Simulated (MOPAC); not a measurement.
MOPAC input (PM6):

```
PM6 FORCE THERMO(298,298) PRECISE LET CHARGE=1 GEO-OK AUX(PRECISION=9) THREADS=1
HF2OS

O     1.26341856 1   -0.55954492 1    0.21746334 1
S    -0.17150790 1   -0.06223558 1    0.43851663 1
F    -0.91635854 1   -0.65543694 1   -0.74718257 1
F    -0.13574180 1    1.33560088 1   -0.15940673 1
H     1.88401114 1   -0.57124131 1   -0.56711907 1
```

Output:

```
 *******************************************************************************
 **                                                                           **
 **                              MOPAC v23.2.5                                **
 **                                                                           **
 *******************************************************************************
 ** MOPAC's Digital Object Identifier: https://doi.org/10.5281/zenodo.6511958 **
 **                                                                           **
 ** Please cite the open-source release paper for use of this MOPAC version:  **
 ** J. E. Moussa and J. J. P. Stewart (2026)                                  **
 ** MOPAC: An open-source semiempirical molecular orbital program             **
 ** J. Open Source Softw., 11(119), 8025, https://doi.org/10.21105/joss.08025 **
 *******************************************************************************

                              PM6 CALCULATION RESULTS

 *******************************************************************************
 *  PM6        - The PM6 Hamiltonian to be used
 *  GEO-OK     - OVERRIDE INTERATOMIC DISTANCE AND OTHER SAFETY CHECKS
 *
 *
 *
 *                 CHARGE ON SYSTEM = +1
 *
 *
 *
 *  LET        - OVERRIDE SOME SAFETY CHECKS
 *  PRECISE    - TIGHTER CRITERIA TO BE USED
 *  FORCE      - FORCE CALCULATION SPECIFIED
 *  AUX        - OUTPUT AUXILIARY INFORMATION
 *  THERMO     - THERMODYNAMIC QUANTITIES TO BE CALCULATED
 *******************************************************************************
PM6 FORCE THERMO(298,298) PRECISE LET CHARGE=1 GEO-OK AUX(PRECISION=9) THREADS=1
 HF2OS

   ATOM   CHEMICAL          X               Y               Z
  NUMBER   SYMBOL      (ANGSTROMS)     (ANGSTROMS)     (ANGSTROMS)

     1       O          1.26341856  *  -0.55954492  *   0.21746334  *
     2       S         -0.17150790  *  -0.06223558  *   0.43851663  *
     3       F         -0.91635854  *  -0.65543694  *  -0.74718257  *
     4       F         -0.13574180  *   1.33560088  *  -0.15940673  *
     5       H          1.88401114  *  -0.57124131  *  -0.56711907  *

          CARTESIAN COORDINATES

    NO.       ATOM           X           Y           Z

     1         O          1.2634     -0.5595      0.2175
     2         S         -0.1715     -0.0622      0.4385
     3         F         -0.9164     -0.6554     -0.7472
     4         F         -0.1357      1.3356     -0.1594
     5         H          1.8840     -0.5712     -0.5671

 General Reference for PM6:
 "Optimization of Parameters for Semiempirical Methods V: Modification of NDDO Approximations
 and Application to 70 Elements", J. J. P. Stewart, J. Mol. Mod., 13, 1173-1213 (2007)
 URL: https://link.springer.com/article/10.1007/s00894-007-0233-4

           Empirical Formula: H O S F2  =     5 atoms

[...]
 TRANSITION DIPOLE   1.1995         S 2 -- F 4         +11.7% ( 37.2%)     87.8%
 TRAVEL (Ang.)       0.3092         S 2 -- F 3         +11.7% ( 37.2%)     87.8%
 REDUCED MASS        1.6129         O 1 -- S 2          +5.8% ( 26.1%)      0.0%
 EFFECTIVE MASS      7.8767
 FORCE CONSTANT      0.1818

 VIBRATION          5    3A'         ATOM PAIR     ENERGY CONTRIBUTION    RADIAL
 FREQUENCY           578.84         O 1 -- H 5         +46.0% ( 89.8%)      0.4%
 TRANSITION DIPOLE   1.5519         O 1 -- S 2         +45.7% ( 89.5%)     87.5%
 TRAVEL (Ang.)       0.1680         S 2 -- F 3          +4.2% ( 27.0%)     45.2%
 REDUCED MASS        4.1273         S 2 -- F 4          +4.2% ( 27.0%)     45.2%
 EFFECTIVE MASS     15.3886
 FORCE CONSTANT      0.8148

 VIBRATION          6    3A"         ATOM PAIR     ENERGY CONTRIBUTION    RADIAL
 FREQUENCY           607.51         S 2 -- F 3         +41.1% ( 69.9%)     83.4%
 TRANSITION DIPOLE   2.6611         S 2 -- F 4         +41.1% ( 69.9%)     83.4%
 TRAVEL (Ang.)       0.1330         O 1 -- S 2         +11.2% ( 36.5%)      0.0%
 REDUCED MASS        6.2746         O 1 -- H 5          +6.5% ( 27.7%)      0.0%
 EFFECTIVE MASS     19.4705
 FORCE CONSTANT      1.3644

 VIBRATION          7    4A'         ATOM PAIR     ENERGY CONTRIBUTION    RADIAL
 FREQUENCY           667.23         S 2 -- F 3         +40.3% ( 71.4%)     85.9%
 TRANSITION DIPOLE   3.3963         S 2 -- F 4         +40.3% ( 71.4%)     85.9%
 TRAVEL (Ang.)       0.1165         O 1 -- S 2         +17.4% ( 46.9%)     35.9%
 REDUCED MASS        7.4409         O 1 -- H 5          +2.0% ( 16.1%)      4.0%
 EFFECTIVE MASS     22.9305
 FORCE CONSTANT      1.9517

 VIBRATION          8    5A'         ATOM PAIR     ENERGY CONTRIBUTION    RADIAL
 FREQUENCY          1022.11         O 1 -- H 5         +52.6% ( 77.8%)     55.6%
 TRANSITION DIPOLE   1.1233         O 1 -- S 2         +36.8% ( 65.1%)     87.5%
 TRAVEL (Ang.)       0.1364         S 2 -- F 3          +5.3% ( 24.8%)      1.0%
 REDUCED MASS        3.5469         S 2 -- F 4          +5.3% ( 24.8%)      1.0%
 EFFECTIVE MASS     10.5490
 FORCE CONSTANT      2.1832

 VIBRATION          9    6A'         ATOM PAIR     ENERGY CONTRIBUTION    RADIAL
 FREQUENCY          2278.97         O 1 -- H 5         +99.5% (100.0%)     98.7%
 TRANSITION DIPOLE   2.0183         O 1 -- S 2          +0.5% (  7.1%)     60.2%
 TRAVEL (Ang.)       0.1765
 REDUCED MASS        0.9496
 EFFECTIVE MASS      1.3425
 FORCE CONSTANT      2.9059

      SYMMETRY NUMBER FOR POINT-GROUP Cs  =  1

          SYSTEM IS A GROUND STATE

 HF2OS

          MOLECULE IS NOT LINEAR

          THERE ARE  9 GENUINE VIBRATIONS IN THIS SYSTEM
          THIS THERMODYNAMICS CALCULATION IS LIMITED TO
          MOLECULES WHICH HAVE NO INTERNAL ROTATIONS

                    CALCULATED THERMODYNAMIC PROPERTIES
                                          *
   TEMP. (K)   PARTITION FUNCTION   H.O.F.    ENTHALPY  HEAT CAPACITY ENTROPY
                                   KCAL/MOL   CAL/MOLE    CAL/K/MOL  CAL/K/MOL

 298.00  VIB.     0.3706D+01                  1352.8320     9.8975     7.1426
         ROT.     0.4726D+05                   888.2803     2.9808    24.3701
         INT.     0.1751D+06                  2241.1123    12.8783    31.5127
         TRA.     0.7854D+27                  1480.4672     4.9680    39.3028
         TOT.                       57.883    3721.5795    17.8463    70.8156

   *: NOTE: HEATS OF FORMATION ARE RELATIVE TO THE
            ELEMENTS IN THEIR STANDARD STATE AT 298K
              (=  Standard Enthalpy of Formation).

            Hvib:  Zero-point energy is not included.
                   frequencies of less than zero cm-1 are not included.
            Hrot = (3/2)RT
            Htra = (3/2)RT + pV = (5/2)RT

            Heat capacity is Cp, not Cv

          For more information, see: HTTP://OpenMOPAC.net/Manual/thermochemistry.html

           FORCE CONSTANT IN CARTESIAN COORDINATES (Millidynes/A)

    ATOM   CHEMICAL       X               Y               Z
   NUMBER   SYMBOL  FORCE CONSTANT  FORCE CONSTANT  FORCE CONSTANT

      1       O        5.582152        1.127402        1.281127
      2       S        5.260925        2.922417        3.029242
      3       F        0.482706        2.803331        0.387605
      4       F        0.482533        0.487675        2.703435
      5       H        1.935191        0.653810        0.801028

 **********************
 *                    *
 * JOB ENDED NORMALLY *
 *                    *
 **********************

 == MOPAC DONE ==
```

The dipole moment of an ion depends on the origin.
